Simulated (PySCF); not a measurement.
Point-charge models of `C=C(C)[P@@](C)(=O)CP` against its computed dipole.

Coordinates (GFN2-xTB, Å) and charges (e) from the PBE0/pcSseg-1 density (PySCF):

```
atom       x       y       z  Mulliken      IAO  Hirshfeld  ESP-fitted
  C1  -1.408   0.137  -1.396   -0.0315  -0.3099    -0.0942     -0.4789
  C2  -0.830  -0.586  -0.449   -0.6444  -0.2321    -0.0330     +0.0742
  C3  -1.009  -2.054  -0.267   -0.1359  -0.4196    -0.1175     -0.5232
  P4   0.277   0.171   0.797   +0.8715  +1.5142    +0.4313     +0.9658
  C5  -0.716   1.475   1.622   -0.4532  -0.6833    -0.1641     -0.8085
  O6   0.849  -0.794   1.742   -0.5999  -0.9328    -0.3959     -0.6792
  C7   1.553   1.110  -0.150   -0.6497  -0.6968    -0.1613     -0.1910
  P8   2.692  -0.012  -1.099   +0.0977  +0.1927    +0.0714     -0.3514
  H9  -2.068  -0.307  -2.125   +0.1190  +0.1525    +0.0515     +0.1937
 H10  -1.248   1.198  -1.484   +0.1112  +0.1419    +0.0450     +0.1811
 H11  -0.041  -2.553  -0.318   +0.1394  +0.1644    +0.0484     +0.1364
 H12  -1.676  -2.474  -1.016   +0.1141  +0.1453    +0.0475     +0.1702
 H13  -1.408  -2.250   0.729   +0.1426  +0.1653    +0.0508     +0.1763
 H14  -1.105   2.214   0.929   +0.1359  +0.1564    +0.0469     +0.1718
 H15  -0.078   1.955   2.364   +0.1554  +0.1672    +0.0546     +0.2149
 H16  -1.538   0.982   2.138   +0.1575  +0.1693    +0.0532     +0.2361
 H17   2.152   1.665   0.580   +0.1847  +0.1690    +0.0510     +0.1247
 H18   1.098   1.825  -0.837   +0.1681  +0.1593    +0.0432     +0.0939
 H19   2.828  -0.938  -0.067   +0.0762  +0.0014    -0.0087     +0.1586
 H20   1.670  -0.756  -1.696   +0.0415  -0.0245    -0.0197     +0.1348
```

Compute μ = Σ q r for each scheme (1 e·Å = 4.803 D) and compare with the dipole of the full density.

The full density gives (-2.55, 1.97, -1.73) D, 3.66 D in size; dipole vectors point from the negative to the positive end.

| scheme | μx | μy | μz | size (D) | share of the full size (%) | angle to the full dipole (°) |
| --- | --- | --- | --- | --- | --- | --- |
| Mulliken | -1.41 | 1.42 | -2.30 | 3.05 | 83 | 22 |
| IAO | -1.51 | 2.75 | -3.32 | 4.56 | 125 | 26 |
| Hirshfeld | -1.12 | 1.66 | -1.81 | 2.70 | 74 | 20 |
| ESP-fitted | -2.51 | 2.02 | -1.81 | 3.70 | 101 | 2 |

Which set comes closest?

Length of the difference vector: ESP-fitted 0.11 D, Mulliken 1.39 D, Hirshfeld 1.47 D, IAO 2.05 D. Closest: ESP-fitted. The schemes that divide the density aren't constrained to reproduce the dipole.

What is left for the Hirshfeld atoms' own dipoles?

The shares of the density sum to the whole, so what Σ q r misses lies in dipoles about the nuclei. The atomic dipoles sum to (-2.55, 1.97, -1.73) − (-1.12, 1.66, -1.81) = (-1.43, 0.31, 0.08) D, 1.47 D in size.

With the origin at the mean of the coordinates, (0.000, 0.001, 0.000) Å, which are the largest single terms, by size, of the Mulliken dipole along the direction of the full one?

O6 +5.31, P4 -2.00, C2 -1.47, H9 +1.30, C7 +1.29 D; all 20 atoms together +2.83 D. The single terms depend on the origin, their sum doesn't.

Give the size of the full dipole in other units.

3.66 D = 1.439 au = 0.761 e·Å = 12.20 × 10⁻³⁰ C·m.

The structure is a single GFN2-xTB conformer in the gas phase; no vibrational or solvent corrections.

Shape of the structure used: `[CH2:1]=[C:2]([CH3:3])[P@@:4]([CH3:5])(=[O:6])[CH2:7][PH2:8]`: C1–C2–P4–C5 57°, C2–P4–C7–P8 -68°, H–P8–C7–P4 -42°, H–P8–C7–P4 50°.
